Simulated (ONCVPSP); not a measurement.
## What one change does to a pseudopotential (Sc (Z = 21), ONCV)

- Element: scandium
- Generator: ONCVPSP 4.0.1
- Type: optimised norm-conserving Vanderbilt (ONCV)
- Functional: LDA (Perdew-Zunger)
- Relativity: scalar-relativistic
- Frozen core: [Ar]
- Valence charge: 3
- Reference configuration: 3d1 4s2
- Partial waves: 4s: rc 2.90 bohr, ncon 3, nbas 6, qcut 2 1/bohr, 2 projectors, debl 3.1 Ha; p scattering state at 0.47 Ha: rc 2.65 bohr, ncon 5, nbas 10, qcut 3.6 1/bohr, 1 projector; 3d: rc 2.50 bohr, ncon 4, nbas 9, qcut 7.4 1/bohr, local; f scattering state at 0.15 Ha: rc 2.90 bohr, ncon 4, nbas 7, qcut 4 1/bohr, 2 projectors, debl 0.7 Ha
- Local potential: the d channel
- Core correction: polynomial model core, fcfact 0.7

Change: f: qcut 2.5.

Cutoffs: the cutoffs (Ha) at which the residual kinetic energy of the hardest occupied pseudo-wave falls to 1 and 0.1 mHa per electron; they do not see the model core or the augmentation charge, which bear on the density cutoff. Errors are all-electron minus pseudo energies relative to the spin-unpolarised reference configuration.

Problem. What does the change do?

Solution. The potential gets neither clearly harder nor softer (17 Ha and 20 Ha → 17 Ha and 20 Ha); the bound ghost in f disappears; the errors of the 3 common tests hardly move.

```tsv
quantity	base	changed
cutoff, loose	17 Ha	17 Ha
cutoff, tight	20 Ha	20 Ha
bound ghosts	f	none
GHOST(+) flags under 300 eV	p at 2.8 eV, s at 12.8 eV	p at 2.8 eV, s at 12.8 eV, f at 51.7 eV
tests with a reliable result	3 of 4	3 of 4
error for 3d1 4s1, meV [ΔE 7.07 eV]	-2.1	-2.1
error for 3d1 4s0, meV [ΔE 20.03 eV]	-44	-44
error for 3d1 4s1.5, meV [ΔE 2.82 eV]	-0.1	-0.1
s: phases at 2.94 bohr within 0.05 rad from the reference energy up to (Ha; the scan ends near 5)	0.4	0.4
p: phases at 2.69 bohr within 0.05 rad from the reference energy up to (Ha; the scan ends near 5)	2.3	2.3
d: phases at 2.53 bohr within 0.05 rad from the reference energy up to (Ha; the scan ends near 5)	0.2	0.2
f: phases at 2.94 bohr within 0.05 rad from the reference energy up to (Ha; the scan ends near 5)	2.4	1.7
rms error of d²Exc/dni dnj with the model core, mHa	5.78	5.78
```

 A true bound ghost makes a file unfit for plane-wave use even where its test errors are small: the radial tests pick states by their node count and pass the ghost by.
